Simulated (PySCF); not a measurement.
Ground-state electric properties of a mixed set of molecules.

All values: CAM-B3LYP/def2-SVPD (PySCF) at PBE0-D3(BJ)/def2-SVP geometries, gas phase, one conformer each. Core orbitals are frozen in the response; Δα² is half the sum of the squared differences of the principal polarisabilities. The calculation is non-relativistic, for germanium too.

(1) Rank by HOMO energy, highest first.
A. `C[S@@](=O)[C@]12CC[C@@]1(C)CC2`
B. `O=C(O)c1cccs1`
C. `C[SiH](C)C#[C][GeH3]`
D. `O=COC1=CSC=C1`
E. `ClB1CCCC1`

(2) Rank by dipole moment, highest first.
A. `[CH3:1][S@@:2](=[O:3])[C@:4]12[CH2:5][CH2:6][C@@:7]1([CH3:8])[CH2:9][CH2:10]2` with C1–S2–C4–C5 -74°
B. `[SiH3:1][NH:2][GeH2:3][SH:4]` with Si1–N2–Ge3–S4 -62°, N2–Ge3–S4–H -64°
C. `C[SiH](C)C#[C][GeH3]`
D. `[O:1]=[CH:2][O:3][c:4]1[cH:5][cH:6][s:7][cH:8]1` with O1–C2–O3–C4 0°, C2–O3–C4–C5 3°
E. `[Cl:1][B:2]1[CH2:3][CH2:4][CH2:5][CH2:6]1` with Cl1–B2–C3–C4 169°, B2–C3–C4–C5 30°, C3–C4–C5–C6 -39°, C4–C5–C6–B2 31°

## Answers

(1) A (-7.93 eV), D (-8.19 eV), B (-8.62 eV), C (-9.12 eV), E (-9.34 eV).

(2) A (4.04 D), B (1.93 D), E (1.56 D), D (1.40 D), C (0.67 D).

All values together:

```tsv
SMILES	formula	μ (D)	HOMO (eV)	LUMO (eV)	α (Å³)	Δα (Å³)	electrons	α per electron (Å³)	ΔSCF removal energy (eV)
O=COc1ccsc1	C5H4O2S	1.40	-8.19	0.16	12.14	7.72	66	0.184	8.91
C[S@@](=O)[C@]12CC[C@@]1(C)CC2	C8H14OS	4.04	-7.93	1.06	16.74	3.11	86	0.195	8.54
O=C(O)c1cccs1	C5H4O2S	2.07	-8.62	-0.70	12.27	7.60	66	0.186	9.31
ClB1CCCC1	C4H8BCl	1.56	-9.34	0.35	10.69	3.26	54	0.198	–
[SiH3][NH][GeH2][SH]	GeH7NSSi	1.93	-8.59	0.59	13.00	3.18	76	0.171	9.33
C[SiH](C)C#[C][GeH3]	C4H10GeSi	0.67	-9.12	0.76	15.96	7.57	80	0.199	9.78
```

Conformers: `[O:1]=[CH:2][O:3][c:4]1[cH:5][cH:6][s:7][cH:8]1` with O1–C2–O3–C4 0°, C2–O3–C4–C5 3°; `[CH3:1][S@@:2](=[O:3])[C@:4]12[CH2:5][CH2:6][C@@:7]1([CH3:8])[CH2:9][CH2:10]2` with C1–S2–C4–C5 -74°; `[O:1]=[C:2]([OH:3])[c:4]1[cH:5][cH:6][cH:7][s:8]1` with O1–C2–O3–H 0°, O1–C2–C4–C5 0°; `[Cl:1][B:2]1[CH2:3][CH2:4][CH2:5][CH2:6]1` with Cl1–B2–C3–C4 169°, B2–C3–C4–C5 30°, C3–C4–C5–C6 -39°, C4–C5–C6–B2 31°; `[SiH3:1][NH:2][GeH2:3][SH:4]` with Si1–N2–Ge3–S4 -62°, N2–Ge3–S4–H -64°.

A dash marks a removal energy that wasn't run or isn't settled.

By how much does the ΔSCF value exceed −ε(HOMO) over the species that have both?

By 0.61 to 0.74 eV, 0.69 eV on average, over 5 species.
